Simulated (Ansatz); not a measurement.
```yaml
atoms:
  - { symbol: C, position_ang: [-0.0029, -0.0458, -0.6317] }
  - { symbol: N, position_ang: [0.0249, -0.0982, 0.6485] }
  - { symbol: H, position_ang: [0.0352, 0.9194, 1.0597] }
  - { symbol: H, position_ang: [-0.0159, -0.9979, -1.1867] }
  - { symbol: H, position_ang: [-0.0394, 0.8813, -1.2322] }
```

Basis set: def2-TZVP (spherical functions). Frozen core: 2 orbitals. Charge 0, multiplicity 1.

Computed with Ansatz (development build ahead of 0.2.0); each method stands on the lowest determinant of its kind that the runs found. Restricted open shells among the atoms or ions are ROHF, correlated in semicanonical orbitals with singles. Restricted functionals stand beside restricted open-shell atoms, which can lie above the unrestricted atoms usual in DFT and then raise those values.

The atomization energy at this shape (free ground-state atoms in the same class of orbitals less the molecule, no zero-point energy) of singlet CH3N:

| method | atomization energy |
| --- | --- |
| PBE0 (restricted) | 18.96 eV |
| RHF | 12.95 eV |

(1) What does RHF-MP2 give?

Results:

(1) 18.30 eV.
